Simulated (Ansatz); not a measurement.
Born–Oppenheimer molecular dynamics of BF3H (5 atoms, charge 0, multiplicity 2). It starts at the highest image of a converged band, a first-order saddle point between two minima.

These are results of UKS B3LYP/def2-SVP (Ansatz 0.2.0), not measurements.

```
ensemble                      : NVE (velocity Verlet)
time step                     : 0.5 fs
steps asked                   : 200
starting velocities drawn for : 100 K
seed                          : 11797
```

Frames 1 fs apart, positions in Å.

Velocities at 10 fs (Å/ps):

```
B 3.30 -0.13 1.32
H 3.75 10.13 -11.14
F 0.61 0.08 0.15
F -1.51 -0.12 1.48
F -1.18 -0.42 -1.79
```

```xyz
5
Properties=species:S:1:pos:R:3 time_fs=10 energy_less_start_eV=0.010 T=75
B -0.093 -0.003 -0.198
H -0.155 0.104 1.831
F 1.146 0.007 -0.601
F -1.126 -0.002 -0.986
F 0.300 -0.008 2.656
5
Properties=species:S:1:pos:R:3 time_fs=11 energy_less_start_eV=0.012 T=68
B -0.089 -0.003 -0.196
H -0.151 0.114 1.822
F 1.146 0.007 -0.601
F -1.128 -0.002 -0.985
F 0.299 -0.009 2.654
5
Properties=species:S:1:pos:R:3 time_fs=12 energy_less_start_eV=0.013 T=67
B -0.086 -0.003 -0.194
H -0.144 0.122 1.818
F 1.147 0.007 -0.600
F -1.129 -0.003 -0.983
F 0.297 -0.009 2.652
5
Properties=species:S:1:pos:R:3 time_fs=13 energy_less_start_eV=0.012 T=68
B -0.083 -0.003 -0.193
H -0.135 0.130 1.819
F 1.148 0.007 -0.601
F -1.131 -0.003 -0.982
F 0.296 -0.009 2.650
5
Properties=species:S:1:pos:R:3 time_fs=14 energy_less_start_eV=0.014 T=64
B -0.080 -0.003 -0.191
H -0.125 0.137 1.821
F 1.148 0.007 -0.601
F -1.132 -0.003 -0.981
F 0.294 -0.010 2.647
5
Properties=species:S:1:pos:R:3 time_fs=15 energy_less_start_eV=0.018 T=53
B -0.078 -0.002 -0.189
H -0.117 0.144 1.823
F 1.149 0.007 -0.601
F -1.133 -0.003 -0.979
F 0.293 -0.010 2.645
5
Properties=species:S:1:pos:R:3 time_fs=16 energy_less_start_eV=0.021 T=45
B -0.077 -0.002 -0.187
H -0.111 0.151 1.822
F 1.150 0.007 -0.602
F -1.133 -0.004 -0.978
F 0.292 -0.010 2.643
5
Properties=species:S:1:pos:R:3 time_fs=17 energy_less_start_eV=0.020 T=48
B -0.076 -0.001 -0.185
H -0.109 0.159 1.815
F 1.151 0.007 -0.602
F -1.134 -0.004 -0.976
F 0.290 -0.011 2.641
5
Properties=species:S:1:pos:R:3 time_fs=18 energy_less_start_eV=0.019 T=52
B -0.076 -0.001 -0.183
H -0.108 0.168 1.806
F 1.152 0.007 -0.603
F -1.134 -0.004 -0.974
F 0.289 -0.011 2.639
5
Properties=species:S:1:pos:R:3 time_fs=19 energy_less_start_eV=0.019 T=50
B -0.076 0.000 -0.182
H -0.109 0.176 1.796
F 1.153 0.007 -0.604
F -1.133 -0.004 -0.972
F 0.288 -0.012 2.638
5
Properties=species:S:1:pos:R:3 time_fs=20 energy_less_start_eV=0.021 T=47
B -0.077 0.001 -0.180
H -0.109 0.183 1.790
F 1.154 0.007 -0.604
F -1.133 -0.005 -0.970
F 0.287 -0.012 2.636
5
Properties=species:S:1:pos:R:3 time_fs=21 energy_less_start_eV=0.020 T=50
B -0.079 0.003 -0.179
H -0.107 0.189 1.789
F 1.155 0.007 -0.605
F -1.132 -0.005 -0.967
F 0.286 -0.012 2.634
```

Of the whole run (100 fs, mean temperature of the second half 110 K): The conserved energy stayed within 0.033 meV per atom of its start (net change 0.027 meV per atom), so the integration is sound. A run of 0.1 ps of so small a system gives no equilibrium averages.

Run time: 6.2 min on 1 thread of Intel(R) Xeon(R) Platinum 8488C (Sapphire Rapids), on a shared host, peak memory 0.15 GiB.
